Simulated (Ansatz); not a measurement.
## Ansatz (development build ahead of 0.2.0) run

```yaml
crystal:
  periodic: [false, false, false]
  atoms:
    - { symbol: C, position_ang: [0.0, 1.4, 0.0] }
    - { symbol: C, position_ang: [1.21244, 0.7, 0.0] }
    - { symbol: C, position_ang: [1.21244, -0.7, 0.0] }
    - { symbol: C, position_ang: [0.0, -1.4, 0.0] }
    - { symbol: C, position_ang: [-1.21244, -0.7, 0.0] }
    - { symbol: C, position_ang: [-1.21244, 0.7, 0.0] }
    - { symbol: C, position_ang: [2.42487, 1.4, 0.0] }
    - { symbol: C, position_ang: [3.63731, 0.7, 0.0] }
    - { symbol: C, position_ang: [3.63731, -0.7, 0.0] }
    - { symbol: C, position_ang: [2.42487, -1.4, 0.0] }
    - { symbol: H, position_ang: [0.0, 2.485, 0.0] }
    - { symbol: H, position_ang: [-2.15207, -1.2425, 0.0] }
    - { symbol: H, position_ang: [-2.15207, 1.2425, 0.0] }
    - { symbol: H, position_ang: [2.42487, 2.485, 0.0] }
    - { symbol: H, position_ang: [4.57694, 1.2425, 0.0] }
    - { symbol: H, position_ang: [4.57694, -1.2425, 0.0] }
    - { symbol: H, position_ang: [2.42487, -2.485, 0.0] }
basis:
  gaussian: { orbitals: def2-TZVP }
magnetization:
  spin_polarized: true
  initial_magnetization: 1
hamiltonian:
  xc: { name: wB97X }
```

The input is written out in the form of the current development build from the run's settings.

The run gave:

```
Converged                       : yes
Total energy                    : -385.21154 hartree
Spin squared of the determinant : 0.781
Stability test                  : minimum
```
